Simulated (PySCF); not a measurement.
Zn(F)(Et) (C2H5FZn), SMILES C[CH2][Zn][F]. Atoms are numbered in the order given.

```xyz
9

Zn     0.1008    -0.4761     0.0000
F     -0.3470    -2.1720     0.0000
C      0.6066     1.4014     0.0000
C     -0.5674     2.3880     0.0000
H      1.2507     1.5637    -0.8812
H      1.2507     1.5637     0.8812
H     -1.2112     2.2669     0.8864
H     -1.2112     2.2669    -0.8864
H     -0.2138     3.4342     0.0000
```

Coordinates come from a B3LYP-D3(BJ)/def2-SVP optimisation. The structure was generated by enumeration; whether it is a known compound was not checked. Other conformers were not sampled.

Two levels are set side by side: PBE/pcSseg-1 (PySCF) and PBE0/pcSseg-1 (PySCF). GIAO shifts against CFCl3 (¹⁹F), TMS (¹H), TMS (¹³C) at the same level; non-relativistic, no solvent, atoms listed together averaged. Differences are taken from unrounded values.

```
quantity                 PBE0
---------------------  ------
δ(¹⁹F) of F2 (ppm)     -221.3
δ(¹³C) of C3 (ppm)        1.8
δ(¹³C) of C4 (ppm)       15.0
δ(¹H) of H5, H6 (ppm)    1.12
```

Task: What does PBE give, and how far is it from PBE0? (Estimate from the structure and the level; the computed values follow.)

Result: 
| quantity | PBE | PBE minus PBE0 |
|---|---|---|
| δ(¹⁹F) of F2 (ppm) | -217.8 | 3.5 |
| δ(¹³C) of C3 (ppm) | 7.3 | 5.4 |
| δ(¹³C) of C4 (ppm) | 16.0 | 1.0 |
| δ(¹H) of H5, H6 (ppm) | 1.39 | 0.27 |

Rough cost on one machine, each run with all the roots and properties that it gave: PBE0 against PBE within a factor of 2.
